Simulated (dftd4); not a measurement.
Cl2MoO2, triplet, at a GFN2-xTB geometry (such geometries of metal compounds can be far from the true shape) (the multiplicity is a formal guess); D4 for r2scan (dftd4).

Input for dftd4:
```
$ dftd4 mol.xyz --func r2scan --charge 0 --json dftd4.json --noedisp --property

# file mol.xyz
5

Mo     0.54632239    -0.10204682     0.18042404
O      1.63677184    -0.63493831    -0.91809735
O      0.90207968     0.16070969     1.75655803
Cl    -0.93786602     1.51719742    -0.70895037
Cl    -1.60662531    -1.04191535    -0.13137287
```

Question: Write the output that dftd4 gives for this input, abridged.

Answer: 
```
                    ____  _____ _____     ____  _  _
      -------------|  _ \|  ___|_   _|---|  _ \| || |------------
     |             | | | | |_    | | ___ | | | | || |_           |
     |             | |_| |  _|   | ||___|| |_| |__   _|          |
     |             |____/|_|     |_|     |____/   |_|            |
     |             ===================================           |
     |            E. Caldeweyher, S. Ehlert & S. Grimme          |
     |          Mulliken Center for Theoretical Chemistry        |
     |                    University of Bonn                     |
      -----------------------------------------------------------

Rational (Becke-Johnson) damping: r2scan-D4-ATM
---------------------
  s6         1.0000
  s8         0.6019
  s9         1.0000
  a1         0.5156
  a2         5.7734
 alp        16.0000
--------------------

Atomic data, radii in Ångström:
------------------------------------------------------
   Z          R(cov)      r4/r2   hardness         EN
------------------------------------------------------
  42 Mo       1.6533     3.2784     0.2148     2.1600
   8 O        0.8400     1.3725     0.5869     3.4400
  17 Cl       1.3200     1.9735     0.4312     3.1600
------------------------------------------------------

Atomic reference systems (in atomic units):
----------------------------------------------------------------------------
   Z        #      CN     q+Z       C6(AA)   #      CN     q+Z       C6(AA)
----------------------------------------------------------------------------
  42 Mo     1  0.0000 14.0000     868.9082   2  1.8951 14.4674     355.7494
            3 10.7785 14.4734     253.6894   4  5.5965 14.5943     263.3656
   8 O      1  0.0000  8.0000      15.5711   2  0.8042  7.6453      20.8489
            3  1.6112  7.4012      24.8631   4  0.9798  8.0000      14.9880
  17 Cl     1  0.0000 17.0000      92.6806   2  0.8444 16.8495     101.8771
----------------------------------------------------------------------------

Atomic properties (in atomic units):
----------------------------------------------------------------------------
     #    Z              CN          q      C6(AA)        C8(AA)   alpha(0)
----------------------------------------------------------------------------
     1   42 Mo       3.2640     1.4698    300.3270    34581.9125    42.1140
     2    8 O        0.8042    -0.6218     26.5975      536.7512     6.9192
     3    8 O        0.8042    -0.6218     26.5975      536.7512     6.9192
     4   17 Cl       1.2136    -0.1132    100.7171     4202.2780    15.3415
     5   17 Cl       1.2136    -0.1132    100.7171     4202.2780    15.3415
----------------------------------------------------------------------------

Molecular properties (in atomic units):
----------------------------------------
 molecular C6                2191.8999
 molecular C8              126109.9149
----------------------------------------

Dispersion energy:      -1.6490341217363E-03 Eh

[Info] JSON dump of results written to 'dftd4.json'
```
